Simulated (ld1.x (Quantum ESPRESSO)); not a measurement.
# Before and after: RRKJ potential for F

```json
{"Element": "F", "Generator": "ld1.x (Quantum ESPRESSO) 7.5", "Type": "norm-conserving RRKJ (Kleinman–Bylander form)", "Functional": "PBE", "Relativity": "scalar-relativistic", "Frozen core": "[He]", "Valence charge": "7", "Reference configuration": "2s1.5 2p5.5", "Partial waves": "2s (bound): rc 0.65 bohr; 2p (bound): rc 1.90 bohr", "Local potential": "all-electron potential smoothed inside 0.65 bohr (lloc = -1)", "Core correction": "a·sin(br)/r model core, default radius (core density twice the valence density)"}
```

All-electron outer shells of the reference configuration (PBE, scalar-relativistic, ld1.x):

```
shell  level (eV)  outermost node (bohr)  outermost maximum (bohr)
   1s     -663.69                      –                      0.11
   2s      -30.14                   0.24                      0.76
   2p      -11.33                      –                      0.71
```

Change: all radii but the core radius scaled by about 0.85 (s 0.56, p 1.62 bohr); local potential all-electron potential smoothed inside 0.56 bohr (lloc = -1).

Cutoffs: the cutoffs (Ry, on a coarse ladder) from which the occupation-weighted sum of valence levels, in a spherical-Bessel basis at the reference potential, stays within 10 and 1 mRy of its value at 400 Ry; they do not see the model core or the augmentation charge, which bear on the density cutoff. Errors are all-electron minus pseudo energies relative to the spin-unpolarised reference configuration.

Problem. What does the change do?

Solution. The potential gets harder (140 Ry and 200 Ry → 160 Ry and 260 Ry); of the 7 tests that both files solve, the error grows in 0 and shrinks in 7 by more than 15 % and 0.3 meV (median size 99.8 → 65.0 meV); neither file shows a bound ghost. A smaller radius makes the pseudo-wave follow the all-electron one further in, where it bends more sharply, so more plane waves are needed. Less of the atom is replaced, so other configurations are described better.

| quantity | base | changed |
| --- | --- | --- |
| cutoff, loose | 140 Ry | 160 Ry |
| cutoff, tight | 200 Ry | 260 Ry |
| loose cutoff by channel (10 mRy a level) | s 140 Ry, p 30 Ry | s 100 Ry, p 45 Ry |
| bound ghosts | none | none |
| error for 2s2 2p5, meV [ΔE -9.40 eV] | -13 | -1.0 |
| error for 2s2 2p4, meV [ΔE 9.99 eV] | +298 | +144 |
| error for 2s2 2p3, meV [ΔE 48.37 eV] | +1511 | +724 |
| error for 2s2 2p4.5, meV [ΔE -1.86 eV] | +82 | +44 |
| error for 2s2 2p2, meV [ΔE 109.01 eV] | +4697 | +2373 |
| error for 2s1 2p5, meV [ΔE 29.09 eV] | -100 | -65 |
| error for 2s2 2p5.3, meV [ΔE -12.07 eV] | -42 | -15 |
